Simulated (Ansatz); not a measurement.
Computed with Ansatz on PBE0-D4/def2-TZVP structures; ΔE is electronic, products minus reactants. CCSD(T)/CBS is the MP2 limit (def2-TZVPP, def2-QZVPP) plus CCSD(T) − MP2 in def2-TZVPP, frozen cores. This one scheme is used for every species. Functionals use def2-TZVPP. Each species was taken in one conformer, which may not be the lowest.

Reaction (formal hydrolysis of the Al–C bond): `[CH3][Al]([F])[CH2]N` + H₂O → `[CH3][Al]([OH])[F]` + CH₃NH₂

`[CH3][Al]([F])[CH2]N`:

Cartesian coordinates in Å:
```
C 1.776 -1.379 -0.550
Al 0.655 0.101 0.028
F 1.431 1.475 0.547
C -1.314 0.195 0.082
N -1.938 1.435 0.578
H 1.195 -2.245 -0.875
H 2.422 -1.076 -1.380
H 2.439 -1.703 0.259
H -1.701 -0.643 0.677
H -1.714 -0.012 -0.919
H -1.628 1.627 1.522
H -1.622 2.226 0.030
```

H₂O:

```xyz
3

O    -0.020   -0.131   -0.366
H     0.010    0.782   -0.074
H     0.009   -0.651    0.440
```

`[CH3][Al]([OH])[F]`:

Cartesian coordinates in Å:
```
C 1.088 0.475 0.463
Al -0.385 -0.443 -0.381
O -1.976 0.059 -0.118
F -0.129 -1.738 -1.377
H 1.010 0.411 1.552
H 1.079 1.539 0.207
H 2.052 0.059 0.165
H -2.738 -0.363 -0.510
```

CH₃NH₂:

Z-matrix (Å, degrees):
```
C
N 1 1.453
H 1 1.092 2 109.4
H 1 1.100 2 115.4 3 -121.6
H 1 1.092 2 109.4 3 116.8
H 2 1.012 1 110.6 3 62.6
H 2 1.012 1 110.6 3 -179.3
```

```csv
species,r2SCAN0-D4 energy (Eh)
`[CH3][Al]([F])[CH2]N`,-477.45408
H₂O,-76.41199
`[CH3][Al]([OH])[F]`,-458.10469
CH₃NH₂,-95.82643
```

Task: Work out ΔE.

Result: ΔE = (-458.10469) + (-95.82643) − (-477.45408) − (-76.41199) = -0.06505 Eh = -40.8 kcal/mol. CCSD(T)/CBS gives -40.0 kcal/mol.

Largest T1 diagnostic among the species: 0.012.

The D4 term adds +1.1 kcal/mol with B3LYP and +0.7 kcal/mol with PBE0; it sums over pairs of atoms, weighted by their polarisabilities, and B3LYP, whose exchange is more repulsive, gets the larger term. From BLYP to BHLYP (50 % exact exchange), in def2-TZVPP and without D4, ΔE moves by −2.5 kcal/mol. At CCSD(T), def2-SVP lies −1.6 kcal/mol from the extrapolated value and def2-TZVPP −0.6 kcal/mol.

B3LYP here is the variant with VWN-RPA as its local correlation; programs differ in this.
